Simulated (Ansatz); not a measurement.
Relaxation of ClH$_{5}$SiZn (8 atoms, charge 0, multiplicity 1), to a largest force component of 0.03 eV/Å in at most 50 steps.

These are results of RKS BLYP-D4/def2-SVP in Ansatz 0.2.0, not measurements.

```xyz
8
Properties=species:S:1:pos:R:3:forces:R:3
Zn -2.291 -0.782 -0.703 -1.89 1.29 -0.06
H -0.983 -1.714 -0.669 1.66 -1.64 -0.11
Cl 0.035 -2.720 -0.722 -0.01 0.01 0.00
H -0.044 -0.197 0.075 -0.25 -0.47 -0.05
Si 0.650 1.030 0.419 0.47 0.83 0.23
H -0.036 1.676 1.587 0.00 0.00 0.00
H 2.078 0.741 0.766 0.01 0.00 0.00
H 0.592 1.966 -0.752 0.00 -0.01 0.00
```

Problem. Where does it end, and by what steps?

Solution. The forces met the threshold. The force dipped under the threshold on the way, but the program's further checks kept it going. After 20 steps the energy has fallen by 0.739 eV; H4 moved furthest, 1.23 Å. Parted: Zn1–H2.

| step | energy less start (eV) | largest force component (eV/Å) | accepted |
| --- | --- | --- | --- |
| 0 | 0.0000 | 1.893 | yes |
| 1 | -0.3756 | 1.325 | yes |
| 2 | -0.5900 | 0.358 | yes |
| 3 | -0.6513 | 0.371 | yes |
| 4 | -0.6666 | 0.039 | yes |
| 5 | -0.6686 | 0.037 | yes |
| 6 | -0.6717 | 0.205 | yes |
| 7 | -0.6767 | 0.194 | yes |
| 8 | -0.6883 | 0.189 | yes |
| 9 | -0.6995 | 0.220 | yes |
| 10 | -0.7084 | 0.347 | yes |
| 11 | -0.7180 | 0.334 | yes |
| 12 | -0.7312 | 0.019 | yes |
| 13 | -0.7322 | 0.028 | yes |
| 14 | -0.7335 | 0.063 | yes |
| 15 | -0.7346 | 0.047 | yes |
| 16 | -0.7368 | 0.113 | yes |
| 17 | -0.7377 | 0.102 | yes |
| 18 | -0.7387 | 0.081 | yes |
| 19 | -0.7391 | 0.060 | yes |
| 20 | -0.7393 | 0.027 | yes |

```xyz
8
Properties=species:S:1:pos:R:3
Zn -2.708 -0.559 -0.717
H -0.693 -1.754 -1.044
Cl 0.522 -2.266 -1.138
H -0.242 -0.122 1.284
Si 0.584 0.909 0.577
H 0.395 2.230 1.265
H 2.032 0.530 0.613
H 0.111 1.032 -0.839
```

The run took 36 s on 2 threads of Arm Neoverse V1, with other jobs on the host, peak memory 0.13 GiB.
